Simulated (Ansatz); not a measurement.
A structure relaxed at PBE-D4/def2-SVP in Ansatz, charge 1, doublet:

```xyz
5

S     0.531   -0.141   -1.038
S    -0.947    1.518    0.046
S     0.767   -1.005    1.267
S    -0.361   -1.317   -2.213
Se    0.011    0.945    1.938
```

(1) Give its formula and point group.

(2) Summarise the bond lengths by kind (pairs closer than 1.2 times the sum of covalent radii, bridged metal pairs left out).

## Answers

(1) SeS4⁺. Point group Cs (tolerance 0.1 Å).

(2) 3 × S–S 1.89 to 2.47 Å; 2 × S–Se 2.20 Å.

The relaxation made no stability test and no search for a lower SCF solution. Another isomer (doublet) lies 1.33 eV lower at PBE0-D4/def2-TZVP; other spin states weren't run for this one.
